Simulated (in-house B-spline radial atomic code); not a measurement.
Orbital energies and mean radii along the 2-electron series, configuration 1s2. The effective charge is n√(-2ε), a non-relativistic measure. Computed with a radial B-spline atomic code at the basis-set limit: non-relativistic Hartree-Fock, average of the configuration, point nuclei.

```
 ion   Z  energy of 1s (Eh)  mean radius of 1s (bohr)  effective charge of 1s
  He   2           -0.91796                   0.92727                   1.355
 Li+   3            -2.7924                   0.57237                  2.3632
Be2+   4            -5.6671                   0.41414                  3.3666
 B3+   5             -9.542                   0.32449                  4.3685
 C4+   6                  ?                         ?                       ?
 N5+   7            -20.292                   0.22647                  6.3705
 O6+   8                  ?                         ?                       ?
 F7+   9            -35.042                   0.17394                  8.3716
Ne8+  10            -43.917                   0.15586                   9.372
```

Problem. Fill in the row of C4+.

Solution. energy of 1s (Eh): -14.417; mean radius of 1s (bohr): 0.26676; effective charge of 1s: 5.3697.

Problem. Fill in the row of O6+.

Solution. energy of 1s (Eh): -27.167; mean radius of 1s (bohr): 0.19676; effective charge of 1s: 7.3711.

Problem. How does the screening of 1s change?

Solution. Z less the effective charge goes from 0.65 at Z = 2 to 0.63 at Z = 10.
